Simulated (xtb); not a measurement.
C₃H₆AuN, charge -1, doublet, at a GFN2-xTB geometry (such geometries of metal compounds can be far from the true shape) (the multiplicity is a formal guess). Base run: GFN2-xTB (xtb).

The xtb input:
```
$ xtb mol.xyz --gfn 2 --chrg -1 --uhf 1 --json

# file mol.xyz
11

Au     0.34171143     0.05507365    -0.33703847
C      1.69981826     0.54047931    -1.83234399
H      2.59589301    -0.09487127    -1.83550291
H      2.08123020     1.56807971    -1.76832366
H      1.28739199     0.45357164    -2.84633168
C     -2.61680380    -0.72151647     2.75728783
N     -1.91917145     0.00814549     1.70604424
C     -0.92838272    -0.42548863     1.07705401
H     -2.58700067    -0.13211063     3.68165130
H     -2.19777157    -1.72115018     2.96929065
H     -3.66853661    -0.84220084     2.47095867
```

Each row names what was changed in the base input (with any setting that the change needs).

```json
[
 {"change": "base", "ΔE vs base (kJ/mol)": "0.00", "G_solv (kcal/mol)": "-", "SCF cycles": "11"},
 {"change": "etemp = 5000", "ΔE vs base (kJ/mol)": "-22.84", "G_solv (kcal/mol)": "-", "SCF cycles": "11"},
 {"change": "gbsa = toluene", "ΔE vs base (kJ/mol)": "-195.2", "G_solv (kcal/mol)": "-47.09", "SCF cycles": "11"},
 {"change": "acc = 0.0001", "ΔE vs base (kJ/mol)": "0.00", "G_solv (kcal/mol)": "-", "SCF cycles": "17"},
 {"change": "etemp = 1000", "ΔE vs base (kJ/mol)": "-0.02", "G_solv (kcal/mol)": "-", "SCF cycles": "11"},
 {"change": "etemp = 10000", "ΔE vs base (kJ/mol)": "-123.0", "G_solv (kcal/mol)": "-", "SCF cycles": "11"},
 {"change": "gbsa = methanol", "ΔE vs base (kJ/mol)": "-215.6", "G_solv (kcal/mol)": "-52.19", "SCF cycles": "11"}
]
```

ALPB and GBSA are two models with their own fitted parameters for each solvent, which aren't always the measured dielectric constant.
